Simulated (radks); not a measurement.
The numbers below are computed, except where a source is named.
All-electron atom: the dysprosium ion Dy2+ in [Xe] 4f10.

Level of theory: scalar-relativistic Kohn-Sham, RPBE, spin-unpolarised, spherical densities, point nucleus (a radial shooting solver on a logarithmic mesh with Libxc functionals).

Energy parts (eV):
part                      energy
total                 -330809.65
kinetic                356941.08
electron-nucleus      -808699.91
Hartree                128109.65
exchange-correlation    -7160.47

Orbitals (lengths in bohr, moments of r in powers of bohr; r(max) is where P^2 peaks):
| orbital | occ. | eigenvalue (eV) | r(max) | <r^4> |
|---|---|---|---|---|
| 1s | 2 | -53679.02 | 0.01337 | 9.908e-07 |
| 2s | 2 | -8950.436 | 0.07602 | 0.0001558 |
| 2p | 6 | -7941.834 | 0.06169 | 0.0001175 |
| 3s | 2 | -2003.091 | 0.2154 | 0.005952 |
| 3p | 6 | -1693.548 | 0.2117 | 0.006264 |
| 3d | 10 | -1296.059 | 0.1729 | 0.004954 |
| 4s | 2 | -407.3949 | 0.4940 | 0.1462 |
| 4p | 6 | -305.5431 | 0.5160 | 0.1929 |
| 4d | 10 | -166.9406 | 0.5346 | 0.3052 |
| 5s | 2 | -62.9893 | 1.159 | 5.395 |
| 5p | 6 | -39.3435 | 1.324 | 11.20 |
| 4f | 10 | -17.0147 | 0.5394 | 3.434 |

The highest occupied level is 4f at -17.015 eV. The density falls to 0.001 e/bohr^3 at r = 3.41 bohr. For comparison, the ionisation energy in NIST's Atomic Spectra Database is 22.89 eV (semi-empirical). In exact Kohn-Sham theory the highest level is minus the ionisation energy, but local and semilocal functionals leave it too shallow, through self-interaction and a potential that decays too fast; potentials with the right tail come closer. Summed over all electrons, <r^2> = 38.30 bohr^2, which gives a Langevin (diamagnetic) susceptibility term of -30.3 x 10^-6 cm^3/mol.

Beside tabulated values, note that spin-unpolarised runs miss the spin-polarisation part of the exchange energy of open shells.
